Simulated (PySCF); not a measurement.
Mo(O)2(Cl)2, SMILES [Cl][Mo](=[O])(=[O])[Cl] (Cl2MoO2) at its B3LYP/def2-SVP optimised geometry (Å):

```
5

Mo    -0.4564    -1.0709     0.0000
O     -0.9361    -1.8343    -1.4099
O      1.2173    -1.0709     0.0000
Cl    -1.2173     1.0709     0.0000
Cl    -1.2145    -2.2424     1.7938
```

Method: PySCF with B3LYP/def2-TZVP, def2 effective core potentials past Kr. The core electrons that the potentials of Mo replace are not part of the density. Cells within 0.4 Å of a nucleus heavier than hydrogen are left out (blank, or x).

Map of the Laplacian of the electron density (e/bohr⁵), clipped to [-1.50, 1.50] on the plane z = 0.0 Å:

```
|5555555555555555555555555555555|
|5555555555555555555555555555555|
|5555555555555555555555555555555|
|5555555555555555555555555555555|
|5555555555555555555555555555555|
|5555555555555555555555555555555|
|5555555555555555555555555555555|
|5555555554455555555555555555555|
|5555555533424555555555555555555|
|555555537xx92455555555555555555|
|555555529xxx8455555555555555555|
|555555539xxx7455555555555555555|
|5555555459x93455555555555555555|
|5555555533324555555555555555555|
|5555555554445555555555555555555|
|5555555555555655555555555555555|
|5555555555567887655566555555555|
|5555555555795049766666655555555|
|5555555556800x009762x0665555555|
|555555555770xxx0874xxx065555555|
|555555555770xxx0873xxx065555555|
|5555555556900xx09750xx565555555|
|5555555556790008866666665555555|
|5555555555678987655666555555555|
|5555555555556665555555555555555|
|5555555555555555555555555555555|
|5555555555555555555555555555555|
|5555555555555555555555555555555|
|5555555555555555555555555555555|
|5555555555555555555555555555555|
|5555555555555555555555555555555|
```
Scale: ten equal steps from -1.50 (start of '0') to 1.50 (end of '9'), in the order '0123456789'; x runs from -3.50 to 3.50, y from -3.50 (bottom) to 3.50 (top).
